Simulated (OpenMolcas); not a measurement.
W3+ (d3) among equal point charges was computed by CASSCF with the d shell active (OpenMolcas, ANO-RCC-VDZP on the metal). Its lowest spin-free states, and all those of the highest spin:

```csv
2S+1,Degeneracy,E (cm-1)
4,3,0.0
4,3,2716
4,1,5893
2,2,10412
2,3,12647
2,3,12652
4,3,13058
2,1,14302
2,3,15965
2,3,17151
2,3,17502
2,2,18391
```

Task: Is the site octahedral, tetrahedral or cube-like, axial, or of lower symmetry?

Result: The states with 2S+1 = 4 have orbital degeneracies 3, 3, 1, 3. Threefold states need a cubic site. For d3 at this spin an octahedron puts the single A2 below the threefold T2 and a tetrahedron or cube puts the threefold T1 below the threefold T2, so the site is a tetrahedron or a cube, which this pattern cannot tell apart. The run had W3+ among 4 point charges of -1 e arranged as a tetrahedron (Td), 2.04 Å from the ion.

Spin-orbit coupling mixes the spin-free states strongly: the lowest level takes only 61 % from its leading state, 4T1. Without dynamic correlation the repulsion within the d shell is too large (B by tens of per cent), so at a given field states of lower spin stand too high. Point charges give a weaker field than real ligands, and real ions of this kind are as a rule low spin; the high spin found here belongs to the model. Point charges carry no covalency, so the field is a model and not that of real ligands. No measured value stands beside these numbers.
